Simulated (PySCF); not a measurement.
## Absolute configuration from chiroptical data

Method: TDDFT PBE0/def2-SVPD circular dichroism and optical rotation, one conformer, gas phase in PySCF 2.14.0. Geometry: GFN2-xTB.

States above about 8.0 eV (minus the energy of the highest occupied orbital) lie near or above the ionisation threshold and depend on the basis.

Values for one enantiomer of C6H8Cl2, R in 10⁻⁴⁰ esu² cm² (velocity form):
```tsv
λ (nm)	f	R
188	0.006	-1.9
181	0.002	-3.1
177	0.002	+0.6
169	0.002	+1.2
163	0.054	+6.4
159	0.029	-24.6
158	0.003	+4.6
156	0.016	+12.8
156	0.015	+4.7
155	0.013	-13.6
153	0.011	+8.2
152	0.004	+0.2
151	0.022	+30.6
150	0.011	+18.7
149	0.013	-28.6
148	0.008	-13.5
```

[α] at 589.3 nm: +53 deg dm⁻¹ (g/mL)⁻¹ (origin-invariant length gauge).

Question: Which structure gives these signs?
A. Cl[C@@H]1C[C@@]2(Cl)CC[C@@H]12
B. Cl[C@H]1C[C@]2(Cl)CC[C@H]12

Answer: B. Its CIP labels in SMILES order are S, R, R; the other enantiomer gives every sign reversed.

Geometry of Cl[C@H]1C[C@]2(Cl)CC[C@H]12 as run:
```xyz
16

Cl   -2.817    1.275   -0.164
C    -1.060    1.025   -0.155
C    -0.470    0.729    1.233
C     0.041   -0.620    0.714
Cl   -0.334   -2.025    1.711
C     1.428   -0.606    0.060
C     0.773   -0.359   -1.312
C    -0.617   -0.357   -0.657
H    -0.621    1.870   -0.684
H    -1.232    0.623    2.002
H     0.296    1.422    1.578
H     1.944   -1.560    0.135
H     2.086    0.182    0.421
H     0.915   -1.176   -2.014
H     1.046    0.577   -1.795
H    -1.386   -0.991   -1.085
```
